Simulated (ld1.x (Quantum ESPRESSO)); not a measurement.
# V, TM: configuration errors across variants

ld1.x (Quantum ESPRESSO) 7.5 input, shortened:

```
&input
   title='V', zed=23., rel=1, dft='PBE', iswitch=3,
   config='[Ar] 3d4 4s1 4p0'
 /
 &inputp
   pseudotype=2, tm=.true., lloc=-1, rcloc=3.30,
   nlcc=.true., new_core_ps=.true., rcore=1.65
 /
3
4S  1  0   1.00   0.00  3.05  3.05  0.0
4P  2  1   0.00   0.00  4.05  4.05  0.0
3D  3  2   4.00   0.00  1.75  1.75  0.0
 &test
   configts(1)='3d4 4s1 4p0'
 /
```

All-electron excitation energies from the reference (eV): (1) 3d3 4s2 4p0 -0.586; (2) 3d3 4s1 4p0 7.149; (3) 3d3 4s0 4p0 21.445; (4) 3d3 4s0 4p1 11.254; (5) 3d3 4s1 4p1 2.761; (6) 3d4 4s0 4p0 6.611.

1 further variants failed, have other tests or too few solved ones, and are left out.

Errors AE − PS in meV (a dash: test not solved or not reliable):

| change | (1) | (2) | (3) | (4) | (5) | (6) | bound ghosts |
| --- | --- | --- | --- | --- | --- | --- | --- |
| base | -156 | -136 | -199 | -166 | -169 | -18 | none |
| wave 4s (bound): rc 3.05 bohr becomes 4s (bound): rc 2.54 bohr | -177 | -149 | -185 | -153 | -176 | -20 | none |
| wave 4s (bound): rc 3.05 bohr becomes 4s (bound): rc 2.94 bohr | -162 | -139 | -195 | -163 | -171 | -18 | none |
| wave 4s (bound): rc 3.05 bohr becomes 4s (bound): rc 3.66 bohr | -97 | -95 | -253 | – | -146 | -16 | none |
| wave 4s (bound): rc 3.05 bohr becomes 4s (bound): rc 4.60 bohr | +12 | -4.1 | -398 | -328 | -97 | -30 | none |

(1) Give the same row for: wave 4s (bound): rc 3.05 bohr becomes 4s (bound): rc 2.18 bohr.

## Answers

(1) -163, -140, –, -160, -171, -18; bound ghosts: none.
